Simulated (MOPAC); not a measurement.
MOPAC input (PM7):

```
PM7 FORCE THERMO(298,298) PRECISE LET CHARGE=1 GEO-OK AUX(PRECISION=9) THREADS=1
H3OSi

Si    0.06116955 1   -0.52288517 1    0.04605715 1
O    -0.08759232 1    0.93684094 1   -0.08223348 1
H    -1.19591890 1   -1.27145200 1    0.09448543 1
H     1.41504159 1   -1.07450010 1    0.11143260 1
H     0.03928214 1    1.95292401 1   -0.16853356 1
```

Output:

```
 *******************************************************************************
 **                                                                           **
 **                              MOPAC v23.2.5                                **
 **                                                                           **
 *******************************************************************************
 ** MOPAC's Digital Object Identifier: https://doi.org/10.5281/zenodo.6511958 **
 **                                                                           **
 ** Please cite the open-source release paper for use of this MOPAC version:  **
 ** J. E. Moussa and J. J. P. Stewart (2026)                                  **
 ** MOPAC: An open-source semiempirical molecular orbital program             **
 ** J. Open Source Softw., 11(119), 8025, https://doi.org/10.21105/joss.08025 **
 *******************************************************************************

                              PM7 CALCULATION RESULTS

 *******************************************************************************
 *  PM7        - The PM7 Hamiltonian to be used
 *  GEO-OK     - OVERRIDE INTERATOMIC DISTANCE AND OTHER SAFETY CHECKS
 *
 *
 *
 *                 CHARGE ON SYSTEM = +1
 *
 *
 *
 *  LET        - OVERRIDE SOME SAFETY CHECKS
 *  PRECISE    - TIGHTER CRITERIA TO BE USED
 *  FORCE      - FORCE CALCULATION SPECIFIED
 *  AUX        - OUTPUT AUXILIARY INFORMATION
 *  THERMO     - THERMODYNAMIC QUANTITIES TO BE CALCULATED
 *******************************************************************************
PM7 FORCE THERMO(298,298) PRECISE LET CHARGE=1 GEO-OK AUX(PRECISION=9) THREADS=1
 H3OSi

   ATOM   CHEMICAL          X               Y               Z
  NUMBER   SYMBOL      (ANGSTROMS)     (ANGSTROMS)     (ANGSTROMS)

     1      Si          0.06116955  *  -0.52288517  *   0.04605715  *
     2       O         -0.08759232  *   0.93684094  *  -0.08223348  *
     3       H         -1.19591890  *  -1.27145200  *   0.09448543  *
     4       H          1.41504159  *  -1.07450010  *   0.11143260  *
     5       H          0.03928214  *   1.95292401  *  -0.16853356  *

          CARTESIAN COORDINATES

    NO.       ATOM           X           Y           Z

     1        Si          0.0612     -0.5229      0.0461
     2         O         -0.0876      0.9368     -0.0822
     3         H         -1.1959     -1.2715      0.0945
     4         H          1.4150     -1.0745      0.1114
     5         H          0.0393      1.9529     -0.1685

 General Reference for PM7:
 "Optimization of Parameters for Semiempirical Methods VI: More Modifications to the
 NDDO Approximations and Re-optimization of Parameters", J. J. P. Stewart, J. Mol. Mod., 1:32, 19 (2013)
 https://link.springer.com/article/10.1007/s00894-012-1667-x

           Empirical Formula: H3 O Si  =     5 atoms

[...]
 TRANSITION DIPOLE   0.2906         Si1 -- H 3         +41.8% ( 70.5%)      9.6%
 TRAVEL (Ang.)       0.4050         Si1 -- O 2          +8.6% ( 31.9%)      0.0%
 REDUCED MASS        0.6236         O 2 -- H 5          +0.9% ( 10.2%)     92.3%
 EFFECTIVE MASS      3.7017
 FORCE CONSTANT      0.1596

 VIBRATION          5    3A'         ATOM PAIR     ENERGY CONTRIBUTION    RADIAL
 FREQUENCY           772.41         Si1 -- H 3         +51.4% ( 67.4%)      0.3%
 TRANSITION DIPOLE   0.6205         Si1 -- H 4         +42.8% ( 61.5%)      0.8%
 TRAVEL (Ang.)       0.4204         Si1 -- O 2          +4.7% ( 20.4%)     98.1%
 REDUCED MASS        0.4938         O 2 -- H 5          +1.0% (  9.5%)     76.5%
 EFFECTIVE MASS      1.7909
 FORCE CONSTANT      0.1736

 VIBRATION          6    4A'         ATOM PAIR     ENERGY CONTRIBUTION    RADIAL
 FREQUENCY          1068.09         Si1 -- O 2         +77.0% (153.2%)     99.9%
 TRANSITION DIPOLE   2.8389         O 2 -- H 5         +13.2% ( 63.5%)     98.9%
 TRAVEL (Ang.)       0.0830         Si1 -- H 3          +4.9% ( 38.7%)     13.4%
 REDUCED MASS        9.1710         Si1 -- H 4          +4.9% ( 38.7%)     13.6%
 EFFECTIVE MASS     31.8416
 FORCE CONSTANT      6.1643

 VIBRATION          7    5A'         ATOM PAIR     ENERGY CONTRIBUTION    RADIAL
 FREQUENCY          2253.04         Si1 -- H 3         +56.1% ( 75.9%)     99.2%
 TRANSITION DIPOLE   1.0226         Si1 -- H 4         +43.6% ( 66.9%)     98.6%
 TRAVEL (Ang.)       0.2362         Si1 -- O 2          +0.3% (  5.6%)      0.0%
 REDUCED MASS        0.5363
 EFFECTIVE MASS      1.5121
 FORCE CONSTANT      1.6039

 VIBRATION          8    6A'         ATOM PAIR     ENERGY CONTRIBUTION    RADIAL
 FREQUENCY          2261.48         Si1 -- H 4         +56.4% ( 74.5%)     98.3%
 TRANSITION DIPOLE   0.4465         Si1 -- H 3         +43.3% ( 65.2%)     97.1%
 TRAVEL (Ang.)       0.2436         Si1 -- O 2          +0.2% (  4.8%)     99.5%
 REDUCED MASS        0.5026
 EFFECTIVE MASS      1.1965
 FORCE CONSTANT      1.5145

 VIBRATION          9    7A'         ATOM PAIR     ENERGY CONTRIBUTION    RADIAL
 FREQUENCY          7006.82         O 2 -- H 5         +99.6% (100.0%)    100.0%
 TRANSITION DIPOLE   2.9160         Si1 -- O 2          +0.4% (  6.5%)     93.5%
 TRAVEL (Ang.)       0.1007
 REDUCED MASS        0.9482
 EFFECTIVE MASS      1.3995
 FORCE CONSTANT     27.4267

      SYMMETRY NUMBER FOR POINT-GROUP Cs  =  1

          SYSTEM IS A GROUND STATE

 H3OSi

          MOLECULE IS NOT LINEAR

          THERE ARE  9 GENUINE VIBRATIONS IN THIS SYSTEM
          THIS THERMODYNAMICS CALCULATION IS LIMITED TO
          MOLECULES WHICH HAVE NO INTERNAL ROTATIONS

                    CALCULATED THERMODYNAMIC PROPERTIES
                                          *
   TEMP. (K)   PARTITION FUNCTION   H.O.F.    ENTHALPY  HEAT CAPACITY ENTROPY
                                   KCAL/MOL   CAL/MOLE    CAL/K/MOL  CAL/K/MOL

 298.00  VIB.     0.1948D+01                   711.8325     5.8635     3.7139
         ROT.     0.4349D+04                   888.2803     2.9808    19.6291
         INT.     0.8472D+04                  1600.1128     8.8444    23.3429
         TRA.     0.3126D+27                  1480.4672     4.9680    37.4721
         TOT.                      132.355    3080.5800    13.8124    60.8150

   *: NOTE: HEATS OF FORMATION ARE RELATIVE TO THE
            ELEMENTS IN THEIR STANDARD STATE AT 298K
              (=  Standard Enthalpy of Formation).

            Hvib:  Zero-point energy is not included.
                   frequencies of less than zero cm-1 are not included.
            Hrot = (3/2)RT
            Htra = (3/2)RT + pV = (5/2)RT

            Heat capacity is Cp, not Cv

          For more information, see: HTTP://OpenMOPAC.net/Manual/thermochemistry.html

           FORCE CONSTANT IN CARTESIAN COORDINATES (Millidynes/A)

    ATOM   CHEMICAL       X               Y               Z
   NUMBER   SYMBOL  FORCE CONSTANT  FORCE CONSTANT  FORCE CONSTANT

      1      Si        8.483065        5.049345        0.843491
      2       O       31.928301        1.945525        0.471839
      3       H        0.772290        2.430271        0.100729
      4       H        0.874918        2.322277        0.101355
      5       H       25.932098        1.568897        0.154551

 **********************
 *                    *
 * JOB ENDED NORMALLY *
 *                    *
 **********************

 == MOPAC DONE ==
```

The dipole moment of an ion depends on the origin.
